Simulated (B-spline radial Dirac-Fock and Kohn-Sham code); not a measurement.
**EELS cross sections of the Dy M5 edge**

System: atomic dysprosium, configuration 1s2 2s2 2p6 3s2 3p6 3d10 4s2 4p6 4d10 4f10 5s2 5p6 6s2. Model: the first Born approximation with generalised oscillator strengths from a Dirac-Hartree-Slater potential (longitudinal and transverse terms; continuum final states only, so no white lines or fine structure). Program: a radial finite-basis atomic code. The edge is taken at 1292.0 eV (tabulated value).

Input file task.json (cfg lists n, l and occupation; rrms is the nuclear radius in fm):

```json
{"items": [{
  "Z": 66,
  "q": 0,
  "cfg": [[1, 0, 2], [2, 0, 2], [2, 1, 6], [3, 0, 2], [3, 1, 6], [3, 2, 10], [4, 0, 2], [4, 1, 6], [4, 2, 10], [4, 3, 10], [5, 0, 2], [5, 1, 6], [6, 0, 2]],
  "A": 164,
  "rrms": 5.2218,
  "do": "eels",
  "beams": [[60, 20], [60, 50], [80, 5], [80, 20], [80, 50], [80, 100], [100, 10], [100, 20], [100, 50], [100, 100], [120, 5], [200, 20], [300, 50], [300, 100]],
  "edges": {"M5": 1292.0}
}]}
```

Run with: `python xray2_run.py task.json out`

Partial cross sections σ(β, Δ) in barn, integrated over a window Δ above the edge and up to the collection semi-angle β, for parallel illumination:

| E₀ (kV) | β (mrad) | Δ = 25 eV | Δ = 50 eV | Δ = 100 eV | Δ = 200 eV | Δ = 300 eV |
| --- | --- | --- | --- | --- | --- | --- |
| 60 | 20 | 144 | 402 | 885 | 1640 | 2200 |
| 60 | 50 | 293 | 817 | 1820 | 3440 | 4690 |
| 80 | 5 | 23.4 | 64.9 | 141 | 257 | 337 |
| 80 | 20 | 150 | 420 | 928 | 1730 | 2330 |
| 80 | 50 | 270 | 753 | 1680 | 3190 | 4360 |
| 80 | 100 | 328 | 906 | 2020 | 3880 | 5360 |
| 100 | 10 | 77.2 | 215 | 473 | 875 | 1170 |
| 100 | 20 | 152 | 425 | 941 | 1770 | 2380 |
| 100 | 50 | 251 | 700 | 1560 | 2980 | 4080 |
| 100 | 100 | 293 | 810 | 1810 | 3470 | 4810 |
| 120 | 5 | ? | ? | ? | ? | ? |
| 200 | 20 | 148 | 414 | 922 | 1750 | 2380 |
| 300 | 50 | 179 | 496 | 1110 | 2130 | 2950 |
| 300 | 100 | 184 | 509 | 1140 | 2190 | 3030 |

Question: Give the row for 120 kV and 5 mrad.

Answer: 32.9 b for 25 eV, 91.5 b for 50 eV, 200 b for 100 eV, 365 b for 200 eV, 482 b for 300 eV.

Values without a named source are computed, but for edge energies of neutral atoms, which are taken from tables.
